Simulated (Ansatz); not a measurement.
A structure relaxed at PBE-D4/def2-SVPD in Ansatz, charge -1, singlet:

```xyz
7

Cu    1.113    1.284   -1.232
Cu    1.664   -0.940   -0.869
Cu   -0.932    1.740    0.057
Cu   -0.024   -1.858    0.667
Cu   -0.748   -0.363   -1.036
Cu    0.737    0.361    1.044
Al   -1.809   -0.224    1.370
```

Task: Give its formula and point group.

Result: AlCu₆⁻. Point group C2v (tolerance 0.1 Å).

Task: Summarise the bond lengths by kind (pairs closer than 1.2 times the sum of covalent radii, bridged metal pairs left out).

Result: 12 × Cu–Cu 2.32 to 2.66 Å; 4 × Al–Cu 2.52 to 2.63 Å.

The restricted singlet is unstable: a solution with broken spin symmetry lies lower. The highest occupied level of the charge -1 singlet lies above zero (up to 0.05 eV). The electron is either unbound and held by the finite basis, or the level is raised by self-interaction error. Another isomer (singlet) lies 0.28 eV lower at PBE0-D4/def2-TZVPD; other spin states weren't run for this one.
